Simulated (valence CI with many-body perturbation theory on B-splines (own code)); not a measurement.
**E1 line list for Ni¹⁵⁺**

Calculated by configuration interaction combined with many-body perturbation theory (CI+MBPT): three valence electrons over a frozen Dirac-Fock core [Ne], a basis of 11 s, 11 p, 10 d, 8 f, 5 g, 2 h functions for each j, with the one-electron correlation potential Σ1, the two-electron term Σ2, the three-electron term Σ3, Breit, model QED; selected CI, second order for the rest, scaled by the run's own slope (own B-spline code, finite nucleus).

No measured spectrum was set against this ion. As an estimate, levels of excited configurations hold to 0.05 to 0.15 % of their energy, terms of the ground configuration to about 0.5 %.

Lines 101 to 150 of 594 in falling wavelength, among levels below 279.25 eV, chosen from the strongest by gf and those to the six lowest levels. Wavelengths and rates use the calculated energies, so an error of 300 cm⁻¹ moves a line at 284.6 Å by 0.085 % and its rate by three times that or more. Electric multipoles are in the length gauge, E1 and E2 with the static RPA response of the core. Weak lines are less certain than strong ones. Lines between different terms over intervals too small for the method are left out, as are lines whose strength nearly cancels. Where a level lies close to another of its J and parity, the split of strength between their lines is uncertain. The highest levels of a list are the least certain.

Names give the largest LS component (configuration and term), which can be under half, so a name can repeat, a term be missing and a line seem to break the LS rules; names also repeat where a configuration has a term twice. Letters in brackets count levels of one name in rising energy.

| λ vac (Å) | Upper | Lower | A (s⁻¹) | log gf | Branch % |
| --- | --- | --- | --- | --- | --- |
| 284.6 | 3p3d² ⁴F°_9/2 | 3s3d² ⁴F_9/2 | 5.85e+09 | -0.15 | 11.7 |
| 283.4 | 3p²3d ²D_5/2 [b] | 3s3p3d ²D°_5/2 [b] | 7.27e+09 | -0.28 | 8.8 |
| 283.2 | 3p3d² ⁴D°_7/2 [a] | 3s3d² ⁴F_7/2 | 4.04e+09 | -0.41 | 8.5 |
| 283.0 | 3p3d² ²D°_3/2 [c] | 3s3d² ²P_1/2 | 1.35e+10 | -0.19 | 13.6 |
| 278.5 | 3p²3d ⁴F_7/2 | 3s3p3d ⁴F°_9/2 | 4.20e+09 | -0.41 | 21.3 |
| 278.4 | 3p3d² ²D°_3/2 [b] | 3s3d² ²D_3/2 | 7.40e+09 | -0.46 | 8.8 |
| 277.9 | 3p²3d ²D_3/2 [c] | 3s3p3d ²P°_3/2 [b] | 4.32e+09 | -0.70 | 5.3 |
| 276.2 | 3p²3d ⁴F_5/2 | 3s3p3d ⁴F°_7/2 | 5.35e+09 | -0.44 | 27.2 |
| 275.4 | 3p3d² ²D°_5/2 [a] | 3p²3d ²P_3/2 [b] | 3.05e+09 | -0.68 | 9.6 |
| 275.0 | 3p²3d ⁴F_3/2 | 3s3p3d ⁴F°_5/2 | 4.91e+09 | -0.65 | 25.3 |
| 274.9 | 3p²3d ²D_3/2 [c] | 3s3p3d ²D°_3/2 [b] | 4.62e+09 | -0.68 | 5.6 |
| 273.7 | 3p²3d ⁴D_7/2 | 3s3p3d ⁴P°_5/2 | 4.23e+09 | -0.42 | 18.2 |
| 273.6 | 3p3d² ²G°_9/2 [a] | 3p²3d ²F_7/2 [b] | 4.34e+09 | -0.31 | 9.4 |
| 272.5 | 3p3d² ²D°_5/2 [b] | 3s3d² ²D_5/2 | 6.28e+09 | -0.38 | 7.5 |
| 272.4 | 3p3d² ²D°_5/2 [b] | 3s3d² ²D_3/2 | 2.87e+09 | -0.72 | 3.4 |
| 271.5 | 3p²3d ⁴F_9/2 | 3s3p3d ⁴F°_9/2 | 1.25e+10 | 0.14 | 64.7 |
| 271.2 | 3d³ ²P_3/2 | 3p3d² ²D°_5/2 [c] | 4.16e+09 | -0.74 | 4.8 |
| 270.5 | 3p²3d ⁴F_3/2 | 3s3p3d ⁴F°_3/2 | 9.00e+09 | -0.40 | 46.4 |
| 270.2 | 3p3d² ²P°_1/2 [c] | 3s3d² ²S_1/2 | 1.45e+10 | -0.50 | 12.5 |
| 269.6 | 3p²3d ⁴F_5/2 | 3s3p3d ⁴F°_5/2 | 6.78e+09 | -0.35 | 34.5 |
| 269.5 | 3p3d² ²D°_3/2 [a] | 3p²3d ²P_1/2 [b] | 4.62e+09 | -0.70 | 13.0 |
| 269.5 | 3p3d² ²P°_1/2 [c] | 3s3d² ²P_3/2 | 7.42e+09 | -0.79 | 6.4 |
| 269.0 | 3p²3d ⁴F_7/2 | 3s3p3d ⁴F°_7/2 | 7.60e+09 | -0.18 | 38.5 |
| 267.1 | 3p²3d ⁴P_5/2 [a] | 3s3p3d ⁴D°_7/2 | 7.38e+09 | -0.32 | 11.8 |
| 266.9 | 3p3d² ²P°_3/2 [c] | 3s3d² ²P_3/2 | 2.04e+10 | -0.06 | 17.5 |
| 266.6 | 3p²3d ⁴P_5/2 [b] | 3s3p3d ²D°_5/2 [a] | 3.82e+09 | -0.61 | 6.1 |
| 266.2 | 3p3d² ⁴F°_9/2 | 3p²3d ²F_7/2 [b] | 2.22e+09 | -0.63 | 4.4 |
| 264.6 | 3p³ ²D°_3/2 | 3s3p² ⁴P_5/2 | 1.95e+09 | -1.09 | 24.2 |
| 264.3 | 3p3d² ²P°_3/2 [c] | 3s3d² ²P_1/2 | 5.38e+09 | -0.65 | 4.6 |
| 264.2 | 3p²3d ²D_3/2 [a] | 3s3p3d ⁴D°_5/2 | 6.06e+09 | -0.60 | 9.8 |
| 263.5 | 3p3d² ²F°_7/2 [c] | 3s3d² ²G_9/2 | 5.83e+09 | -0.31 | 7.4 |
| 263.2 | 3p3d² ⁴S°_3/2 | 3s3d² ⁴P_5/2 | 4.87e+09 | -0.69 | 4.2 |
| 263.1 | 3p3d² ⁴D°_7/2 [b] | 3s3d² ⁴F_9/2 | 6.33e+09 | -0.28 | 7.6 |
| 262.7 | 3p²3d ⁴F_7/2 | 3s3p3d ⁴F°_5/2 | 2.51e+09 | -0.68 | 12.7 |
| 262.4 | 3p3d² ⁴S°_3/2 | 3s3d² ⁴P_3/2 | 5.17e+09 | -0.67 | 4.5 |
| 262.4 | 3p²3d ⁴F_9/2 | 3s3p3d ⁴F°_7/2 | 2.39e+09 | -0.61 | 12.3 |
| 262.2 | 3p3d² ²F°_7/2 [c] | 3s3d² ²D_5/2 | 3.43e+09 | -0.55 | 4.3 |
| 262.2 | 3p²3d ²D_3/2 [b] | 3s3p3d ²F°_5/2 [a] | 8.22e+09 | -0.47 | 25.1 |
| 262.0 | 3d³ ²H_9/2 | 3p3d² ²G°_7/2 [b] | 2.46e+10 | 0.40 | 48.5 |
| 261.5 | 3p3d² ⁴D°_7/2 [b] | 3s3d² ⁴F_7/2 | 2.18e+09 | -0.75 | 2.6 |
| 261.4 | 3p3d² ⁴D°_5/2 [b] | 3s3d² ⁴F_7/2 | 6.85e+09 | -0.38 | 8.2 |
| 261.4 | 3d³ ²G_7/2 | 3p3d² ²F°_5/2 [c] | 1.41e+10 | 0.06 | 21.9 |
| 261.3 | 3p3d² ²G°_7/2 [a] | 3p²3d ²F_5/2 [b] | 5.64e+09 | -0.34 | 14.4 |
| 261.1 | 3p²3d ²D_5/2 [b] | 3s3p3d ²F°_7/2 [b] | 9.54e+09 | -0.23 | 11.6 |
| 260.5 | 3p3d² ⁴D°_3/2 [b] | 3s3d² ⁴F_5/2 | 7.97e+09 | -0.49 | 9.3 |
| 260.2 | 3p3d² ⁴D°_5/2 [b] | 3s3d² ⁴F_5/2 | 3.59e+09 | -0.66 | 4.3 |
| 259.9 | 3p3d² ²D°_5/2 [c] | 3s3d² ²F_7/2 | 1.03e+10 | -0.21 | 10.7 |
| 259.7 | 3p³ ²D°_5/2 | 3s3p² ⁴P_5/2 | 2.02e+08 | -1.91 | 4.0 |
| 259.7 | 3p3d² ⁴D°_7/2 [a] | 3p²3d ²F_5/2 [b] | 2.24e+09 | -0.74 | 4.7 |
| 259.5 | 3p3d² ⁴D°_3/2 [b] | 3s3d² ⁴F_3/2 | 4.11e+09 | -0.78 | 4.8 |
